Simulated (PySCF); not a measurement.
Identify the unknown among the candidates.

All candidates are C5H5F2NO2.

| technique | computed result |
| --- | --- |
| Rotational structure | rotational constants A, B, C: 1.980, 0.779, 0.608 GHz [PBE0-D3(BJ)/def2-SVP] |
| UV, first state | lowest singlet excitation: 5.40 eV (229 nm, f = 0.368) [TDDFT B3LYP/def2-SVPD] |
| Dipole | 5.07 D [B3LYP/def2-SVPD] |
| Polarisability | 80.4 au [B3LYP/def2-SVPD] |

Electronic properties: PySCF, gas phase, density fitting. Levels stand in brackets. Isolated species at its PBE0-D3(BJ)/def2-SVP geometry (one conformer only).

**Question.** Which candidate is it?
A. `CC(=O)COC(F)(F)C#N`
B. `N#C[C@@H]1CO[C@H](F)[C@@H](F)O1`
C. `N#C[C@]1(OC(F)F)CCO1`
D. `CO/C=C(\C#N)OC(F)F`
E. `N#C[C@@H]1CO[C@@H](F)[C@@H](F)O1`

**Answer.** D. It is `CO/C=C(\C#N)OC(F)F`. Numbering: `[CH3:1][O:2]/[CH:3]=[C:4](\[C:5]#[N:6])[O:7][CH:8]([F:9])[F:10]`. Its formula, C5H5F2NO2, gives 3 degrees of unsaturation: 0 rings and 3 π bonds in the structure found. S1 is mainly HOMO→LUMO (weight 0.88); the largest Löwdin shares of the orbital it empties are 0.25 on a vinylic carbon bearing oxygen, 0.21 on an ether oxygen, 0.16 on a vinylic carbon bearing oxygen and 0.13 on the nitrile nitrogen, of the orbital it fills 0.30 on a vinylic carbon bearing oxygen, 0.18 on a vinylic carbon bearing oxygen, 0.16 on the nitrile nitrogen and 0.12 on the nitrile carbon. The optimised geometry has point group C1 and is an asymmetric top.

The others, at the same levels:
- `N#C[C@@H]1CO[C@@H](F)[C@@H](F)O1` fails: its computed lowest singlet excitation is 7.17 eV (173 nm, f = 0.006) (against 5.40 eV), static isotropic polarisability is 69.3 au (against 80.4 au) and rotational constant A is 2.662 GHz (against 1.980 GHz).
- `CC(=O)COC(F)(F)C#N` fails: its computed lowest singlet excitation is 4.49 eV (276 nm, f = 0.000) (against 5.40 eV), static isotropic polarisability is 72.7 au (against 80.4 au) and rotational constant A is 2.859 GHz (against 1.980 GHz).
- `N#C[C@]1(OC(F)F)CCO1` fails: its computed lowest singlet excitation is 6.81 eV (182 nm, f = 0.004) (against 5.40 eV), static isotropic polarisability is 70.4 au (against 80.4 au) and smallest rotational constant is 0.820 GHz (against 0.608 GHz).
- `N#C[C@@H]1CO[C@H](F)[C@@H](F)O1` fails: its computed lowest singlet excitation is 6.76 eV (183 nm, f = 0.009) (against 5.40 eV), static isotropic polarisability is 69.7 au (against 80.4 au) and rotational constant A is 2.261 GHz (against 1.980 GHz).

Each candidate is one conformer, not necessarily the lowest. The conformers computed, where there is a choice (atom-mapped SMILES and torsion angles):
- `[CH3:1][O:2]/[CH:3]=[C:4](\[C:5]#[N:6])[O:7][CH:8]([F:9])[F:10]`: C1–O2–C3–C4 177°, C3–C4–O7–C8 107°, C4–O7–C8–F9 170°
- `[CH3:1][C:2](=[O:3])[CH2:4][O:5][C:6]([F:7])([F:8])[C:9]#[N:10]`: C1–C2–C4–O5 -178°, C2–C4–O5–C6 94°, C4–O5–C6–F7 -51°
- `[N:1]#[C:2][C@:3]1([O:4][CH:5]([F:6])[F:7])[CH2:8][CH2:9][O:10]1`: C2–C3–O4–C5 68°, C3–O4–C5–F6 157°

The conformers of `N#C[C@@H]1CO[C@@H](F)[C@@H](F)O1` and `N#C[C@@H]1CO[C@H](F)[C@@H](F)O1` aren't listed.
